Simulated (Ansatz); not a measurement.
input.yaml

```yaml
crystal:
  periodic: [false, false, false]
  atoms:
    - { symbol: Ge, position_ang: [0.005902, -0.059492, -0.091124] }
    - { symbol: F, position_ang: [-0.094534, 0.018819, 1.647514] }
    - { symbol: H, position_ang: [1.474665, 0.084455, -0.48017] }
    - { symbol: O, position_ang: [-0.813477, 1.358238, -0.74744] }
    - { symbol: H, position_ang: [-1.76658, 1.358144, -0.606961] }
    - { symbol: H, position_ang: [-0.699575, -1.367063, -0.475419] }
basis:
  gaussian: { orbitals: def2-mTZVP }
hamiltonian:
  xc: pbe0
  dispersion: d4
md:
  timestep: 1.0
  n_steps: 300
  ensemble: nvt_nose_hoover
  temperature: 500.0
  initial_velocities: maxwell_boltzmann
  seed: 780616
  nose_hoover: { tau: 100.0, chain_length: 1 }
```

Run as:

```bash
$ ansatz run input.yaml --threads 1 --pin off --max-ram 2048MiB --backend cpu --events-out ev --progress --plain --runs-dir out
```

Hardware: 1 thread of Arm Neoverse V1, with other jobs on the host.

Q: Roughly how long does this run take, and how much memory?

A: 18 min, with a peak of 0.17 GiB, for 301 ionic steps.
